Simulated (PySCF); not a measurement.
## Telling isomers of C7H6ClF3O apart by NMR

PySCF 2.14 calculation with GIAO PBE0/pcSseg-1 shieldings and geometry: GFN2-xTB; equivalent nuclei averaged, non-relativistic, no solvent, single conformer.

Referencing at the same level of theory: ¹H and ¹³C vs TMS. Splittings of carbon signals by F and P are missing where no couplings were computed. Where no couplings were computed, multiplicities follow the n + 1 count of equivalent neighbours, and m marks all less simple cases (inequivalent or close neighbours, rings, F or P nearby). Shifts are as computed. Against solution values, carbons near 30 ppm lie about +3 ppm off and those near 130 ppm about +5 ppm; carbons on Cl a further +6 ppm. Of 1313 compounds with measured shifts, 239 miss one by over three times the rms of a fit or turn the order of signals round; such compounds aren't used in these exercises. Carbons bonded to Cl come out too deshielded.

(1) Tabulate the signals of `C#C/C(Cl)=C(/CCF)OC(F)F`, `C=C[C@@]1(C(F)(F)F)C[C@@H]1C(=O)Cl` and their relative energies.

(2) What is the quickest way to tell C#C/C(Cl)=C(/CCF)OC(F)F from C=C[C@@]1(C(F)(F)F)C[C@@H]1C(=O)Cl?

## Answers

(1) 
| SMILES | carbon types | δC | δH | E rel. (kcal/mol) |
| --- | --- | --- | --- | --- |
| C#C/C(Cl)=C(/CCF)OC(F)F | 3×C 2×CH 2×CH2 | 167.7, 124.2, 115.3, 99.6, 85.1, 80.0, 36.2 | 6.88 (m, 1H), 5.03 (m, 2H), 3.43 (s, 1H), 3.08 (m, 2H) | 46.2 |
| C=C[C@@]1(C(F)(F)F)C[C@@H]1C(=O)Cl | 3×C 2×CH 2×CH2 | 179.4, 141.5, 133.4, 126.4, 45.6, 39.9, 19.2 | 6.70 (m, 1H), 5.71 (m, 1H), 5.56 (m, 1H), 2.24 (m, 1H), 2.17 (m, 1H), 1.71 (m, 1H) | 0.0 |

Energies are electronic energies at PBE0/pcSseg-1 on these geometries, without zero-point or thermal terms, each for the one conformer computed, which needn't be the lowest.

(2) Both give the same number of carbon signals, with the same numbers of each carbon type, so the positions decide. The first has a terminal alkyne carbon (CH) at 99.6 ppm, the second a three-membered-ring carbon (CH) at 39.9 ppm. Their most deshielded carbons lie at 167.7 and 179.4 ppm.
